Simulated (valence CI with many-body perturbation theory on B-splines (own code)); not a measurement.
# E1 line list for Rb²⁴⁺

Computed by configuration interaction combined with many-body perturbation theory (CI+MBPT): three valence electrons over a frozen Dirac-Fock core [Ne], a basis of 11 s, 11 p, 9 d, 7 f, 5 g, 2 h, 1 i functions for each j, with the one-electron correlation potential Σ1, the two-electron term Σ2, the three-electron term Σ3, Breit, model QED; selected CI, second order for the rest (own B-spline code, finite nucleus).

No measured spectrum was set against this ion. As an estimate, levels of excited configurations hold to 0.05 to 0.15 % of their energy, terms of the ground configuration to about 0.5 %.

Lines 151 to 200 of 275 in falling wavelength, among levels below 261.36 eV, chosen from the strongest by gf and those to the six lowest levels. Wavelengths and rates use the calculated energies, so an error of 600 cm⁻¹ moves a line at 13.21 nm by 0.079 % and its rate by three times that or more. Electric multipoles are in the length gauge, E1 and E2 with the static RPA response of the core. Weak lines are less certain than strong ones. Lines between different terms over intervals too small for the method are left out, as are lines whose strength nearly cancels. Where a level lies close to another of its J and parity, the split of strength between their lines is uncertain. The highest levels of a list are the least certain.

Names give the largest LS component (configuration and term), which can be under half, so a name can repeat, a term be missing and a line seem to break the LS rules; names also repeat where a configuration has a term twice. Letters in brackets count levels of one name in rising energy.

```tsv
λ vac (nm)	Upper	Lower	A (s⁻¹)	S (a.u.)
13.21	3s3p3d ²F°_5/2 [a]	3s3p² ²D_3/2	1.78e+10	1.21e-01
13.07	3s3p3d ²P°_1/2 [b]	3s3p² ²P_3/2	4.71e+10	1.04e-01
13.05	3s3p3d ²D°_3/2	3s3p² ²D_3/2	5.66e+10	2.48e-01
13.04	3s3p3d ⁴F°_3/2	3s3p² ⁴P_1/2	5.36e+07	2.35e-04
12.95	3p²3d ²S_1/2	3p³ ²P°_3/2	5.30e+10	1.14e-01
12.95	3p²3d ²P_3/2 [b]	3p³ ²P°_3/2	2.60e+10	1.11e-01
12.92	3s3p3d ²P°_1/2 [b]	3s3p² ²S_1/2	2.04e+10	4.35e-02
12.92	3p²3d ⁴P_5/2	3p³ ⁴S°_3/2	2.89e+10	1.85e-01
12.88	3s²3d ²D_3/2	3s²3p ²P°_3/2	3.48e+10	1.47e-01
12.86	3p³ ²P°_1/2	3s3p² ⁴P_3/2	3.40e+08	7.14e-04
12.80	3p²3d ⁴P_3/2	3p³ ⁴S°_3/2	9.17e+09	3.79e-02
12.75	3p²3d ⁴P_5/2	3p³ ²D°_5/2	1.83e+10	1.12e-01
12.73	3s3p3d ²D°_5/2 [b]	3s3p² ²P_3/2	9.86e+10	6.03e-01
12.69	3s3p3d ²P°_3/2 [b]	3s3p² ²S_1/2	7.41e+10	2.99e-01
12.67	3s3p3d ²P°_3/2 [c]	3s3p² ²P_3/2	5.58e+10	2.24e-01
12.65	3s²3d ²D_5/2	3s²3p ²P°_3/2	7.52e+10	4.51e-01
12.65	3p³ ²P°_3/2	3s3p² ⁴P_5/2	7.69e+07	3.07e-04
12.60	3s3p3d ⁴P°_5/2	3s3p² ⁴P_3/2	4.21e+10	2.50e-01
12.58	3s3p3d ²D°_5/2 [a]	3s3p² ²D_3/2	5.91e+08	3.48e-03
12.56	3s3d² ⁴F_3/2	3s3p3d ⁴D°_1/2	4.12e+10	1.61e-01
12.56	3s3p3d ⁴D°_3/2	3s3p² ⁴P_3/2	6.19e+09	2.42e-02
12.49	3s3p3d ²P°_3/2 [a]	3s3p² ²P_1/2	9.45e+10	3.63e-01
12.48	3s3p3d ⁴D°_1/2	3s3p² ⁴P_3/2	2.51e+09	4.82e-03
12.44	3s3p² ²S_1/2	3s²3p ²P°_1/2	5.99e+09	1.14e-02
12.38	3s3d² ⁴F_5/2	3s3p3d ⁴D°_3/2	2.99e+10	1.68e-01
12.30	3s3p² ²P_3/2	3s²3p ²P°_1/2	3.46e+10	1.27e-01
12.26	3p²3d ²F_7/2 [b]	3s3p3d ⁴P°_5/2	1.27e+10	9.23e-02
12.26	3s3p3d ²F°_7/2 [a]	3s3p² ²D_5/2	3.36e+10	2.44e-01
12.17	3p²3d ²P_1/2 [b]	3p³ ⁴S°_3/2	5.73e+10	1.02e-01
12.12	3p²3d ²P_3/2 [b]	3p³ ²P°_1/2	1.36e+10	4.78e-02
12.06	3s3p3d ⁴D°_5/2	3s3p² ⁴P_5/2	3.39e+10	1.76e-01
12.04	3p³ ²P°_3/2	3s3p² ⁴P_3/2	1.48e+10	5.10e-02
12.02	3s3p3d ⁴D°_7/2	3s3p² ⁴P_5/2	6.66e+10	4.56e-01
11.97	3s3p3d ⁴P°_3/2	3s3p² ⁴P_5/2	1.95e+10	6.60e-02
11.93	3s3p3d ²F°_5/2 [a]	3s3p² ⁴P_5/2	2.05e+10	1.03e-01
11.92	3p³ ²P°_1/2	3s3p² ⁴P_1/2	9.06e+07	1.51e-04
11.89	3p²3d ⁴P_5/2	3p³ ²D°_3/2	2.15e+10	1.07e-01
11.86	3s3d² ⁴F_5/2	3s3p3d ⁴F°_7/2	6.80e+09	3.36e-02
11.83	3p²3d ²D_5/2	3p³ ⁴S°_3/2	7.31e+09	3.58e-02
11.83	3p²3d ²D_3/2 [a]	3p³ ⁴S°_3/2	4.12e+10	1.34e-01
11.79	3s3p3d ²D°_3/2	3s3p² ⁴P_5/2	1.07e+09	3.46e-03
11.78	3p²3d ⁴P_3/2	3p³ ²D°_3/2	6.84e+10	2.21e-01
11.78	3p²3d ²P_1/2 [a]	3p³ ²D°_3/2	5.39e+10	8.69e-02
11.76	3p²3d ²F_5/2 [b]	3s3p3d ⁴F°_3/2	1.03e+10	4.96e-02
11.69	3p²3d ²D_3/2 [b]	3p³ ⁴S°_3/2	1.74e+10	5.47e-02
11.68	3p²3d ²D_5/2	3p³ ²D°_5/2	2.86e+10	1.35e-01
11.66	3s3p3d ⁴D°_3/2	3s3p² ⁴P_1/2	5.93e+10	1.86e-01
11.60	3s3p3d ⁴D°_1/2	3s3p² ⁴P_1/2	8.60e+10	1.32e-01
11.51	3s3p3d ⁴D°_5/2	3s3p² ⁴P_3/2	1.65e+10	7.48e-02
11.43	3s3p3d ⁴P°_3/2	3s3p² ⁴P_3/2	3.90e+10	1.15e-01
```
